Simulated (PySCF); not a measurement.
C4H5BO3S, SMILES OB(O)c1ccc(O)s1, GFN2-xTB optimised geometry. Atoms within 1.6 Å of the plane z = 0.6 Å (x, y, z in Å): O1 (2.50, -1.57, 0.00), B2 (1.15, -1.69, 0.00), O3 (0.61, -2.93, 0.00), C4 (0.17, -0.48, 0.00), C5 (-1.20, -0.48, 0.00), C6 (-1.80, 0.80, 0.00), C7 (-0.87, 1.80, 0.00), O8 (-1.13, 3.12, 0.00), S9 (0.75, 1.18, 0.00), H10 (2.86, -0.68, 0.00), H11 (1.27, -3.63, 0.00), H12 (-1.75, -1.40, 0.00), H13 (-2.86, 0.98, 0.00), H14 (-0.31, 3.63, 0.00).

Level of theory: PBE0/def2-TZVP (PySCF).

Map of the electrostatic potential (hartree/e), clipped to [-0.08, 0.12] on the plane z = 0.6 Å:

```
|333333333334444444433333333|
|333333333334455444443333333|
|333333222334555544444333333|
|333332222235777654444333333|
|333322221237998654444333333|
|333332211289999754444333333|
|333332211499999654443333333|
|333333222599998654433333333|
|333333334799999964333333333|
|333334445999999995434444333|
|333345789999999998444444333|
|333345999999999999555444433|
|333344689999999998666554433|
|333334458999999987899654433|
|333333346999999977999754333|
|333333346999999999999643333|
|333333347997689999997333333|
|333333346863369999993122333|
|333333334432249999630012233|
|333333333321059996311122233|
|333333332210039997432222233|
|333333332211016999543222333|
|333333322221124898543333333|
|333333322222224566543333333|
|333333332222233455443333333|
|333333333222333444433333333|
|333333333333333333333333333|
```
Scale: ten equal steps from -0.061 (start of '0') to 0.120 (end of '9'), in the order '0123456789'; x runs from -6.00 to 6.00, y from -6.00 (bottom) to 6.00 (top).
